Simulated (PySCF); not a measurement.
## Nuclear quadrupole coupling in (H2Ga-mu-H)2

Species: (H2Ga-mu-H)2.
Cartesian coordinates in Å at the PBE0-D3(BJ)/def2-SVP level; atoms count from 1:
```
atom  x, y, z in Å
Ga1    0.7226   -0.9407    0.5210
H2     1.7744   -1.5629   -0.4424
H3     0.3932   -1.2688    2.0061
H4     0.7946    0.8016    0.3482
Ga5   -0.7227    0.9406   -0.5207
H6    -1.7740    1.5611    0.4442
H7    -0.3928    1.2713   -2.0051
H8    -0.7953   -0.8022   -0.3513
```

Field gradients from the PBE0/pcSseg-1 (pcSseg-2 on Ga) density (PySCF, non-relativistic), principal values in atomic units, ordered |Vxx| ≤ |Vyy| ≤ |Vzz|:

```json
{"atom": "Ga1", "Vxx": "0.2266", "Vyy": "2.0537", "Vzz": "-2.2803"}
{"atom": "Ga5", "Vxx": "0.2274", "Vyy": "2.0503", "Vzz": "-2.2777"}
```

Problem. Find the asymmetry η = (Vxx − Vyy)/Vzz and the couplings χ = eQV/h (234.96 MHz × Q in barn × V in au), with Q(69Ga) = 0.171 b.

Solution. 
| atom | environment | nucleus | η | χzz (MHz) | χxx (MHz) | χyy (MHz) |
| --- | --- | --- | --- | --- | --- | --- |
| Ga1 | gallium bonded to 4 H | 69Ga | 0.80 | -91.62 | 9.10 | 82.52 |
| Ga5 | gallium bonded to 4 H | 69Ga | 0.80 | -91.51 | 9.14 | 82.38 |

Problem. What is Vzz at Ga1 in SI units (1 au = 9.71736 × 10²¹ V/m²)?

Solution. -2.2803 au = -22.158 × 10²¹ V/m².

Were the hydrogens deuterons (Q(2H) = 0.00286 b), χzz would run from -48 kHz (H4 and H8) to 81 kHz (H6, H7, H2 and H3).

Isolated species at its PBE0-D3(BJ)/def2-SVP geometry, gas phase. The calculation is non-relativistic, for gallium too. With a basis this small, the couplings can be 20 % off.
